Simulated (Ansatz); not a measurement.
This geometry of BF2H3O (7 atoms, charge 0, multiplicity 1) is a first-order saddle point.

Method: Ansatz 0.2.0, RKS PBE/def2-SVP.

```xyz
7
Properties=species:S:1:pos:R:3
B 0.045 -0.248 0.018
H -0.058 0.156 1.356
F 1.157 0.289 -0.513
F -1.145 -0.027 -0.597
O 0.227 -1.747 0.411
H -0.618 -2.202 0.216
H 0.027 -0.909 1.328
```

Question: Which two structures does it join? (They come from a converged band through this point; their orientation in space is the band's.)

Answer: Bonds broken: B1–H2, O5–H7. Bonds formed: H2–H7. BF2H3O becomes BF2HO + H2.

First end point:

```xyz
7
Properties=species:S:1:pos:R:3
B 0.053 0.051 0.088
H 0.052 0.612 1.178
F 1.138 0.184 -0.708
F -1.145 -0.041 -0.574
O 0.196 -1.676 0.637
H -0.460 -2.130 0.066
H -0.199 -1.689 1.532
```

Last end point:

```xyz
7
Properties=species:S:1:pos:R:3
B 0.118 -0.434 -0.856
H -0.269 -0.414 3.068
F 1.201 0.226 -1.253
F -1.078 -0.018 -1.291
O 0.257 -1.502 -0.030
H -0.601 -1.906 0.194
H 0.008 -0.639 2.387
```

Question: How far does it lie above each of them?

Answer: 19.4 kcal/mol above the first and 37.8 kcal/mol above the second. This is the barrier of this one path; another mechanism may lie lower. The orbitals stay closed-shell, which can raise the energy where a bond breaks towards radicals; this wasn't checked here.

Run time: 2.7 min on 1 thread of Arm Neoverse V1 (shared host), peak memory 0.12 GiB.
